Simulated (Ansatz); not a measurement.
**Worked example: the enthalpy of CH3I + H3NO → CH5N + HOI**

Species: CH3I (methyl iodide) `CI`, singlet; H3NO (hydroxylamine) `NO`, singlet; CH5N (methylamine) `CN`, singlet; HOI (hypoiodous acid) `OI`, singlet. The partners trade I for NH2: C–I and O–NH2 bonds give way to C–NH2 and O–I.

Shapes, held fixed at every level: PBE0-D4/def2-TZVP. Flexible molecules stand in one conformer, not always the lowest. Programs: Ansatz 0.2.0. The zero-point and thermal terms to 298 K, harmonic and unscaled (PBE0-D4/def2-TZVP), stand in the table.

At CCSD(T)/def2-SVP; 1 Eh = 2625.50 kJ/mol:

```
species  energy (Eh)  H(298 K) − E (kJ/mol)  tabulated ΔfH (kJ/mol)
   CH3I  -336.534457                  107.0                   +15.0
   H3NO  -131.276638                  117.8                   -43.5
   CH5N   -95.508524                  180.0                   -20.9
    HOI  -372.314900                   43.6                   -61.3
```

Work out the reaction enthalpy at 298 K from the calculation and from the table of heats.


1. Electronic: (-95.508524) + (-372.314900) − [(-336.534457) + (-131.276638)] = -0.012329 Eh = -32.4 kJ/mol.
2. Zero-point and thermal: (180.0) + (43.6) − [(107.0) + (117.8)] = -1.2 kJ/mol.
3. Computed ΔH = -33.6 kJ/mol.
4. From the heats of formation (Active Thermochemical Tables): (-20.9) + (-61.3) − [(15.0) + (-43.5)] = -53.7 kJ/mol.
5. Computed less tabulated: +20.1 kJ/mol. Tabulated heats carry uncertainties of their own.

For atoms past krypton def2 sets carry core potentials with scalar relativity. Correlated rows may include outer-core shells of I, which these sets cover unevenly.
